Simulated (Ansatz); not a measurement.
Geometry optimisation, Ansatz 0.2.0, RKS B3LYP-D4/cc-pVDZ.

input.yaml

```yaml
crystal:
  periodic: [false, false, false]
  atoms:
    - { symbol: F, position_ang: [0.26385, 0.14507, -2.10532] }
    - { symbol: B, position_ang: [0.91524, 0.66511, -1.06706] }
    - { symbol: "N", position_ang: [0.46337, 0.37213, 0.21781] }
    - { symbol: Si, position_ang: [-0.87447, -0.64622, 0.70904] }
    - { symbol: H, position_ang: [1.8406, 1.34976, -1.29283] }
    - { symbol: H, position_ang: [0.99108, 0.77729, 0.97468] }
    - { symbol: H, position_ang: [-1.83071, -0.72036, -0.38716] }
    - { symbol: H, position_ang: [-0.33574, -1.96443, 1.06121] }
    - { symbol: H, position_ang: [-1.43322, 0.02165, 1.88964] }
basis:
  gaussian: { orbitals: cc-pVDZ }
hamiltonian:
  xc: b3lyp
  dispersion: d4
relax:
  f_tol: 0.015
  max_steps: 40
```

Run as:

```bash
$ ansatz run input.yaml --threads 1 --pin off --max-ram 2048MiB --backend cpu --events-out ev --progress --plain --runs-dir out
```

Task: Where does it end, and by what steps?

Result: It converged. The force dipped under the threshold on the way, but the program's further checks kept it going. After 15 steps the energy has fallen by 0.102 eV; F1 moved furthest, 0.56 Å.

```json
{"step": "0", "energy less start (eV)": "0.0000", "largest force component (eV/Å)": "0.800", "accepted": "yes"}
{"step": "1", "energy less start (eV)": "-0.0814", "largest force component (eV/Å)": "0.255", "accepted": "yes"}
{"step": "2", "energy less start (eV)": "-0.0864", "largest force component (eV/Å)": "0.186", "accepted": "yes"}
{"step": "3", "energy less start (eV)": "-0.0881", "largest force component (eV/Å)": "0.116", "accepted": "yes"}
{"step": "4", "energy less start (eV)": "-0.0891", "largest force component (eV/Å)": "0.106", "accepted": "yes"}
{"step": "5", "energy less start (eV)": "-0.0906", "largest force component (eV/Å)": "0.117", "accepted": "yes"}
{"step": "6", "energy less start (eV)": "-0.0923", "largest force component (eV/Å)": "0.098", "accepted": "yes"}
{"step": "7", "energy less start (eV)": "-0.0940", "largest force component (eV/Å)": "0.145", "accepted": "yes"}
{"step": "8", "energy less start (eV)": "-0.0947", "largest force component (eV/Å)": "0.291", "accepted": "yes"}
{"step": "9", "energy less start (eV)": "-0.0974", "largest force component (eV/Å)": "0.122", "accepted": "yes"}
{"step": "10", "energy less start (eV)": "-0.0996", "largest force component (eV/Å)": "0.093", "accepted": "yes"}
{"step": "11", "energy less start (eV)": "-0.1003", "largest force component (eV/Å)": "0.068", "accepted": "yes"}
{"step": "12", "energy less start (eV)": "-0.1006", "largest force component (eV/Å)": "0.061", "accepted": "yes"}
{"step": "13", "energy less start (eV)": "-0.1014", "largest force component (eV/Å)": "0.007", "accepted": "yes"}
{"step": "14", "energy less start (eV)": "-0.1016", "largest force component (eV/Å)": "0.014", "accepted": "yes"}
{"step": "15", "energy less start (eV)": "-0.1016", "largest force component (eV/Å)": "0.011", "accepted": "yes"}
```

```xyz
9
Properties=species:S:1:pos:R:3
F 0.598 -0.296 -1.999
B 1.009 0.581 -1.053
N 0.399 0.520 0.209
Si -0.884 -0.614 0.698
H 1.876 1.372 -1.328
H 0.721 1.186 0.906
H -2.101 -0.438 -0.149
H -0.414 -2.027 0.598
H -1.205 -0.285 2.119
```

Time of the run: 57 s on 1 thread of Arm Neoverse V2, on a shared host, peak memory 0.16 GiB.
